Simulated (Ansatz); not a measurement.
Total energies of Sr₄O₄ from Ansatz at PBE0-D4/def2-TZVPD, gas phase (1 Eh = 27.2114 eV = 2625.5 kJ/mol). The reference geometry is relaxed at PBE-D4/def2-SVP.

```xyz
8

Sr   -1.4757   -2.2026   -0.4020
Sr    0.5003    0.5094    1.9551
Sr   -1.7173    1.5822   -1.3175
Sr    1.9826   -0.0258   -0.6137
O    -2.4589   -0.4809   -1.3376
O     2.6255    0.5095    1.4126
O     0.3640   -1.4096    0.5076
O     0.1794    1.5179   -0.2045
```

```csv
state,geometry,energy (Eh)
charge 0 singlet,reference,-423.83494
charge -1 doublet,reference,-423.85203
charge -1 doublet,relaxed at PBE-D4/def2-SVPD,-423.85217
free Sr atom (singlet),–,-30.67766
free O atom (triplet),–,-75.01925
```

In the def2 sets Sr takes a core potential; there is no spin–orbit coupling.

Q: Work out the vertical electron affinity, to the doublet.

A: E(charge 0 singlet) − E(charge -1 doublet) = -423.83494 − (-423.85203) = 0.01709 Eh = 0.47 eV.

Q: How much does the charge -1 doublet relax, and what is the adiabatic electron affinity?

A: Relaxation: -423.85203 − (-423.85217) = 0.00014 Eh = 0.00 eV. Adiabatic electron affinity: 0.01723 Eh = 0.47 eV, without zero-point energy. 

Q: What is the binding energy per atom against free atoms?

A: Atoms: 4 × (-30.67766) + 4 × (-75.01925) = -422.78764 Eh. Binding: -422.78764 − (-423.83494) = 1.04730 Eh = 28.50 eV, or 3.56 eV for each of 8 atoms (no zero-point energy, no counterpoise term).

At PBE0-D4/def2-TZVPD the highest occupied level of the charge -1 doublet lies above zero (up to 0.37 eV). By energy differences its removal costs 0.47 eV (vertical, to the charge 0 singlet, at PBE0-D4/def2-TZVPD); a positive level beside a positive removal energy at the same level points to self-interaction error. At PBE0-D4/def2-TZVPD the highest occupied level of the relaxed charge -1 doublet lies above zero (up to 0.31 eV). By energy differences its removal costs 0.47 eV (each at its own geometry, to the charge 0 singlet, at PBE0-D4/def2-TZVPD); the vertical value is larger still, so the positive level points to self-interaction error. 

The structure comes from a short search, and lower isomers may exist.
